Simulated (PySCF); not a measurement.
H₄O, SMILES [OH4+2], charge +2.

Geometry optimised at PBE-D3(BJ)/def2-TZVPD.

The numbers are results of PBE-D3(BJ)/def2-TZVPD run with PySCF 2.14.0, not measurements.

No scaling factor is applied to the harmonic values.

Modes within 1.5 cm⁻¹ of each other (mostly degenerate sets) share a row, with their intensities summed.

| mode | ν (cm⁻¹) | IR (km/mol) | moving atoms (share of kinetic energy) |
|---|---|---|---|
| 1–3 | 1400 | 1064.1 | H 88 %, O 12 % |
| 4–5 | 1561 | 0.0 | H 100 % |
| 6–8 | 2731 | 2685.0 | H 92 %, O 8 % |
| 9 | 2885 | 0.0 | H 100 % |
